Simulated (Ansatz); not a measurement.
Born–Oppenheimer molecular dynamics of BFH5OP (9 atoms, charge 0, multiplicity 1). It starts at the highest image of a converged band. Of that band: A structure lower than the last end lies on the path between it and the top, so the climb from that side starts below the end, which may itself be a saddle point or a shallow side well. A vibrational analysis at the climbing image gives one clearly imaginary mode, 180i cm⁻¹: a first-order saddle point.

Method: Ansatz 0.2.0, RKS PBE0/6-31G*.

```json
{"ensemble": "NVE (velocity Verlet)", "time step": "0.5 fs", "steps asked": "200", "starting velocities drawn for": "100 K", "seed": "4956"}
```

First frame:

```xyz
9
Properties=species:S:1:pos:R:3
B -0.183 0.470 0.075
O 0.164 -0.252 1.619
H -0.648 -0.262 2.148
F 0.848 0.034 -0.691
H -1.260 -0.045 -0.112
P -0.236 2.451 0.415
H 0.527 2.472 1.631
H 0.902 2.761 -0.380
H 0.812 0.290 2.099
```

(1) How far do the bonds stretch over the last three quarters of this one trajectory? (Pairs bonded in most of those frames.)

## Answers

(1) 
```json
{"bond": "B1–O2", "mean (Å)": "1.749", "spread (Å)": "0.039", "shortest": "1.69", "longest": "1.80"}
{"bond": "B1–F4", "mean (Å)": "1.360", "spread (Å)": "0.012", "shortest": "1.34", "longest": "1.38"}
{"bond": "B1–H5", "mean (Å)": "1.207", "spread (Å)": "0.029", "shortest": "1.16", "longest": "1.25"}
{"bond": "B1–P6", "mean (Å)": "2.003", "spread (Å)": "0.025", "shortest": "1.94", "longest": "2.04"}
{"bond": "O2–H3", "mean (Å)": "0.971", "spread (Å)": "0.008", "shortest": "0.96", "longest": "0.99"}
{"bond": "O2–H9", "mean (Å)": "0.972", "spread (Å)": "0.012", "shortest": "0.95", "longest": "0.99"}
{"bond": "P6–H7", "mean (Å)": "1.434", "spread (Å)": "0.008", "shortest": "1.42", "longest": "1.45"}
{"bond": "P6–H8", "mean (Å)": "1.423", "spread (Å)": "0.004", "shortest": "1.42", "longest": "1.43"}
```

Mean temperature of the second half: 133 K. The conserved energy stayed within 0.074 meV per atom of its start (net change 0.069 meV per atom), so the integration is sound. The kinetic energy rose, since the run started high on the potential surface and went downhill. A run of 0.1 ps of so small a system gives no equilibrium averages. The orbitals stay closed-shell, which can raise the energy where a bond breaks towards radicals; this wasn't checked here.

The run took 4.7 min on 1 thread of Intel(R) Xeon(R) 6975P-C (Granite Rapids) (shared host), peak memory 0.15 GiB.
